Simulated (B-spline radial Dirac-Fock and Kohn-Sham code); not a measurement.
Subshell photoionisation cross sections of Pr²⁺ against photon energy

System: praseodymium as Pr²⁺, [Xe] 4f3.

The computed values come from a radial finite-basis atomic code: independent-particle photoionisation in a Dirac-Hartree-Slater potential with a Latter tail, all multipoles, thresholds from Dirac-Fock ΔSCF. Values are in kb; a dash marks an energy below the computed threshold. Values for outer subshells far above threshold carry numerical ripple of a few per cent.

```tsv
hν (eV)	2s	3p1/2	3p3/2	4d5/2	5p3/2
80	–	–	–	–	335
143	–	–	–	951	148
257	–	–	–	455	75.9
612	–	–	–	336	26.2
1010	–	–	–	141	12.5
1486.9	–	79.4	182	60.2	6.40
2300	–	43.3	88.9	19.8	2.79
6500	–	5.30	9.39	0.847	0.279
8047.8	14.0	3.17	5.48	0.410	0.163
9251.7	10.9	2.25	3.82	0.252	0.114
40000	0.471	0.0360	0.0512	0.000890	0.00160
48100	0.300	0.0204	0.0282	0.000417	0.000887
75700	0.0946	0.00489	0.00631	6.35e-05	0.000200
150000	0.0153	0.000555	0.000638	3.87e-06	2.04e-05
200000	0.00698	0.000225	0.000246	1.25e-06	7.88e-06
```

At 200000 eV the multipoles beyond E1 give 40.6 % of 2s, 56.7 % of 3p1/2, 54.0 % of 3p3/2, 74.6 % of 4d5/2, 53.8 % of 5p3/2.
